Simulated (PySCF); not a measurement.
**A small calculation by hand: dipole moment from atomic charges**

SiFCl, SMILES F[Si]Cl (connectivity only; charge and spin as stated), neutral, multiplicity 1. Atoms are numbered in the order given.

```xyz
3

Si     0.6468     0.6128     0.0000
F     -0.6866     1.5027     0.0000
Cl    -0.1691    -1.3002     0.0000
```

Geometry: PBE0-D3(BJ)/def2-TZVP.

Charges (e) from PBE0/def2-TZVPD in PySCF:

```csv
atom,ESP fit,IAO
Si1,0.230,0.815
F2,-0.137,-0.518
Cl3,-0.093,-0.297
```

The dipole moment of the full density is 1.04 D.

What dipole moment does each set of point charges give, and which comes closer to that of the density?


μ = Σ q r, and 1 e Å = 4.8032 D.
ESP fit: Σ q r = (0.259, 0.056, 0.000) e Å, |μ| = 1.27 D.
IAO: Σ q r = (0.933, 0.107, 0.000) e Å, |μ| = 4.51 D.
ESP fit comes closer in size. Point charges leave out the atoms' own dipoles (lone pairs, polarised bonds); fits to the potential absorb them, partitions of the density don't.
